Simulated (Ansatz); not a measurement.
Isolated molecules relaxed with PBE0-D4/def2-TZVP in Ansatz; ΔE leaves out vibrations. CCSD(T)/CBS adds triple-zeta CCSD(T) − MP2 to the extrapolated MP2 energy (def2 sets, frozen cores). Functionals use def2-TZVPP. For Ge outer-core shells are correlated without core-valence functions, which leaves a few kJ/mol of doubt a bond. Scalar relativity is left out up to krypton. Each species was taken in one conformer, which may not be the lowest.

`O[SiH2]S[SiH2]F` + `C[NH][GeH3]` → `C[N]([GeH3])[SiH2]F` + `O[SiH2]S`  (ligand exchange at the Si–S bond)

(1) Is it downhill or uphill in electronic energy at CCSD(T)/CBS, and by how much? (Estimate.)

(2) What do these levels give: PBE-D4, r2SCANh-D4, ωB97M-V, BLYP, PBE0, LC-ωPBE, HF/def2-SVP, CCSD/def2-SVP, HF/def2-TZVPP, SCS-MP2/def2-TZVPP, MP2/def2-QZVPP, HF/CBS(def2)? (Estimate.)

Largest T1 diagnostic among the species: 0.012.

Answers

(1) The calculation gave: Downhill: ΔE = -15.7 kJ/mol.

(2) Computed: PBE-D4 -5.4, r2SCANh-D4 -9.7, ωB97M-V -15.0, BLYP -11.8, PBE0 -6.4, LC-ωPBE -11.5, HF/def2-SVP -19.6, CCSD/def2-SVP -22.4, HF/def2-TZVPP -17.7, SCS-MP2/def2-TZVPP -20.1, MP2/def2-QZVPP -16.0, HF/CBS(def2) -18.4 kJ/mol.

From BLYP to BHLYP (50 % exact exchange), in def2-TZVPP and without D4, ΔE moves by −4.7 kJ/mol. At CCSD(T), def2-SVP lies −6.7 kJ/mol from the extrapolated value and def2-TZVPP −4.4 kJ/mol. Leaving LDA and LC-ωPBE aside and taking each functional with its dispersion term where it has one, the values, not all of them listed here, spread over 14.0 kJ/mol, from CAM-B3LYP-D4 to revPBE-D4. LDA lies −8.9 kJ/mol from PBE without D4.
